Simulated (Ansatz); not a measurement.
`[OH][Ga]([Cl])[Br]` + H₂S → `[OH][Ga]([SH])[Br]` + HCl at 400 K and 1 bar (ligand exchange at a Ga–Cl bond).

Isolated molecules relaxed with PBE0-D4/def2-TZVP in Ansatz; ΔE leaves out vibrations. CCSD(T)/CBS is the MP2 limit (def2-TZVPP, def2-QZVPP) plus CCSD(T) − MP2 in def2-TZVPP, frozen cores. This one scheme is used for every species. For Br, Ga outer-core shells are correlated without core-valence functions, which leaves a few kJ/mol of doubt a bond. Scalar relativity is left out up to krypton. Each species was taken in one conformer, which may not be the lowest.

```json
{"species": "`[OH][Ga]([Cl])[Br]`", "CCSD(T)/CBS energy (Eh)": "-5032.95761", "H − E (kJ/mol)": "68.9", "S (J/(mol·K))": "371.6"}
{"species": "H₂S", "CCSD(T)/CBS energy (Eh)": "-398.97279", "H − E (kJ/mol)": "53.4", "S (J/(mol·K))": "215.9"}
{"species": "`[OH][Ga]([SH])[Br]`", "CCSD(T)/CBS energy (Eh)": "-4971.54004", "H − E (kJ/mol)": "93.2", "S (J/(mol·K))": "387.0"}
{"species": "HCl", "CCSD(T)/CBS energy (Eh)": "-460.38127", "H − E (kJ/mol)": "29.6", "S (J/(mol·K))": "195.4"}
```

H − E and S are ideal-gas, rigid-rotor, harmonic terms from PBE0-D4/def2-TZVP, for one conformer and one mirror image of each species. 1 Eh = 2625.50 kJ/mol, R = 8.31446 J/(mol·K).

Question: By hand: ΔE, ΔH, ΔS and ΔG.

Answer: ΔE = (-4971.54004) + (-460.38127) − (-5032.95761) − (-398.97279) = 0.00909 Eh = 23.9 kJ/mol. Δ(H − E) = 93.2 + 29.6 − 68.9 − 53.4 = 0.5, so ΔH = 24.4 kJ/mol. ΔS = 387.0 + 195.4 − 371.6 − 215.9 = -5.1 J/(mol·K). ΔG = 24.4 − 400 × (-5.1)/1000 = 26.4 kJ/mol.

Question: By hand: the equilibrium constant, and the temperature at which ΔG would vanish if ΔH and ΔS stayed fixed.

Answer: log₁₀ K = −ΔG/(RT ln 10) = -3.4. ΔH and −TΔS have one sign here, so there is no such temperature. One of them is within its doubt of zero, so this could turn.

The number of gas molecules stays the same, so ΔS is small and ΔH decides. A doubt of 5 kJ/mol in ΔE shifts log₁₀ K by 0.7 here. Other conformers and mirror images would add mixing entropy, several J/(mol·K) or more a flexible species. These are equilibria of isolated gas molecules and say nothing of rates. Largest T1 diagnostic: 0.012 (customary marks: 0.02 for closed shells, 0.045 for open ones).
